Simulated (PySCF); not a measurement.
methanol (CH4O), singlet, at a GFN2-xTB geometry, atoms displaced at random by about 0.03 Å a coordinate; HF/def2-SVP, gradient (PySCF).

PySCF was given this input:
```python
from pyscf import gto, scf

mol = gto.M(
    atom='''
C    -0.025976    0.639263    0.012264
O    -0.057411   -0.763641   -0.006092
H    -1.107426    0.950883    0.015351
H     0.862289   -1.106234   -0.054159
H     0.421361    1.063467    0.940005
H     0.442995    1.066824   -0.911431
''',
    basis='def2-svp',
    charge=0,
    spin=0,
    verbose=4,
)

mf = scf.RHF(mol)
mf.conv_tol = 1e-4
mf.kernel()
g = mf.nuc_grad_method()
grad = g.kernel()
```

What the program printed (banner, timings and long lists left out):

```
PySCF version 2.14.0

[INPUT] verbose = 4
[INPUT] num. atoms = 6
[INPUT] num. electrons = 18
[INPUT] charge = 0
[INPUT] spin (= nelec alpha-beta = 2S) = 0
[INPUT] symmetry False subgroup None
[INPUT] Mole.unit = angstrom
[INPUT] Symbol           X                Y                Z      unit          X                Y                Z       unit  Magmom
[INPUT]  1 C     -0.025976000000   0.639263000000   0.012264000000 AA   -0.049087525812   1.208031991568   0.023175601192 Bohr   0.0
[INPUT]  2 O     -0.057411000000  -0.763641000000  -0.006092000000 AA   -0.108491066537  -1.443072347489  -0.011512211551 Bohr   0.0
[INPUT]  3 H     -1.107426000000   0.950883000000   0.015351000000 AA   -2.092731843223   1.796908446505   0.029009185738 Bohr   0.0
[INPUT]  4 H      0.862289000000  -1.106234000000  -0.054159000000 AA    1.629490050225  -2.090479289682  -0.102345677180 Bohr   0.0
[INPUT]  5 H      0.421361000000   1.063467000000   0.940005000000 AA    0.796256889573   2.009661372513   1.776352005722 Bohr   0.0
[INPUT]  6 H      0.442995000000   1.066824000000  -0.911431000000 AA    0.837139224552   2.016005183113  -1.722354971438 Bohr   0.0

nuclear repulsion = 40.1563018926357
number of shells = 24
number of NR pGTOs = 76
number of NR cGTOs = 48
basis = def2-svp
ecp = {}

******** <class 'pyscf.scf.hf.RHF'> ********
method = RHF
initial guess = minao
damping factor = 0
level_shift factor = 0
DIIS = <class 'pyscf.scf.diis.CDIIS'>
diis_start_cycle = 1
diis_space = 8
diis_damp = 0
SCF conv_tol = 0.0001
SCF conv_tol_grad = None
SCF max_cycles = 50
direct_scf = True
direct_scf_tol = 1e-13
Set gradient conv threshold to 0.01
Initial guess from minao.
init E= -114.895756709999
  HOMO = -0.355484464491986  LUMO = 0.108759629777563  gap/eV = 12.63273
cycle= 1 E= -114.900519986537  delta_E= -0.00476  |g|= 0.477  |ddm|= 2.05
  HOMO = -0.395639496232312  LUMO = 0.16454547655054  gap/eV = 15.24341
cycle= 2 E= -114.938808734626  delta_E= -0.0383  |g|= 0.251  |ddm|= 0.455
  HOMO = -0.450880579040946  LUMO = 0.17259231168591  gap/eV = 16.96556
cycle= 3 E= -114.950394992775  delta_E= -0.0116  |g|= 0.0373  |ddm|= 0.179
  HOMO = -0.443041834415107  LUMO = 0.177208603505904  gap/eV = 16.87787
cycle= 4 E= -114.950780415888  delta_E= -0.000385  |g|= 0.0077  |ddm|= 0.0343
  HOMO = -0.445999212932462  LUMO = 0.176710605925168  gap/eV = 16.94480
cycle= 5 E= -114.950799980056  delta_E= -1.96e-05  |g|= 0.00192  |ddm|= 0.0093
  HOMO = -0.445708949274498  LUMO = 0.176824306434326  gap/eV = 16.93999
Extra cycle  E= -114.950801347608  delta_E= -1.37e-06  |g|= 0.000799  |ddm|= 0.00237
converged SCF energy = -114.950801347608

******** <class 'pyscf.grad.rhf.Gradients'> for <class 'pyscf.scf.hf.RHF'> ********
unit = Eh/Bohr
--------------- RHF gradients ---------------
         x                y                z
0 C     0.0266093079    -0.0041287641     0.0041469347
1 O    -0.0447411886     0.0035751058     0.0007422635
2 H    -0.0230832411     0.0021752162     0.0012792240
3 H     0.0377759553    -0.0131859770    -0.0023541688
4 H    -0.0003516703     0.0062954680     0.0139067846
5 H     0.0037908369     0.0052689512    -0.0177210380
----------------------------------------------
```
